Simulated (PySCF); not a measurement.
**Dipole response of Te⁺ (tellurium, charge +1)**

[Kr] 4d10 5s2 5p3, high-spin 4S determinant. All numbers are calculated (PySCF 2.14, scalar relativity by spin-free X2C-1e, in aug-cc-pwCVTZ-DK3 with one added diffuse shell each of s, p, d, f type (11s10p8d5f1g, 125 functions)). Coupled (time-dependent) response in atomic units; α is the mean over directions.

```
method  mean α (bohr³)  C₆ (like pair)  S(−4)
   UHF           22.38           191.8  104.7
   PBE           22.57           192.5  110.7
  PBE0           22.23           189.4  104.9
```

S(−4) is the Cauchy moment in α(ω) = α(0) + S(−4) ω² + …

α(iu) at PBE:

```
u (hartree)  α(iu) (bohr³)
          0          22.57
     0.0500          22.30
      0.100          21.52
      0.200          18.97
      0.300          15.96
      0.500          10.93
      0.750          7.125
       1.00          5.036
       1.50          3.017
       2.00          2.088
       3.00          1.225
       5.00         0.5872
```

For an ion, C₆ is the dispersion term alone; charge-induced terms of lower order in 1/R come first.
